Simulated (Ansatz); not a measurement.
Two isomers of CH6OSSi2: A = `O[Si]1(S)C[SiH2]1`, B = `O[SiH]1[SiH2]CS1`.

Isolated molecules relaxed with PBE0-D4/def2-TZVP in Ansatz; ΔE leaves out vibrations. CCSD(T)/CBS is the MP2 limit (def2-TZVPP, def2-QZVPP) plus CCSD(T) − MP2 in def2-TZVPP, frozen cores. Functionals use def2-TZVPP. B3LYP here is the variant with VWN-RPA as its local correlation; programs differ in this. One conformer a species, not always the lowest.

(1) Which isomer does CCSD(T)/CBS put lower? Give the gap. (Estimate.)

(2) Give E(B) − E(A) in kcal/mol with B3LYP-D4, PBE0-D4, CCSD/def2-TZVPP, B2PLYP, HF/def2-TZVPP, r2SCAN-D4, PBE-D4. (Best estimate.)

Largest T1 diagnostic: 0.013.

## Answers

(1) Computed: B, by 13.6 kcal/mol.

(2) The calculation gave: B3LYP-D4 -12.8, PBE0-D4 -12.8, CCSD/def2-TZVPP -13.0, B2PLYP -12.8, HF/def2-TZVPP -15.3, r2SCAN-D4 -10.9, PBE-D4 -11.8. None reverses the order clearly.

In def2-TZVPP, CCSD(T) changes the Hartree–Fock value by +2.4 kcal/mol (the triples alone add +0.2 kcal/mol) and MP2 by +2.3 kcal/mol. From PBE to PBE0 (25 % exact exchange), in def2-TZVPP and without D4, E(B) − E(A) moves by −1.1 kcal/mol.
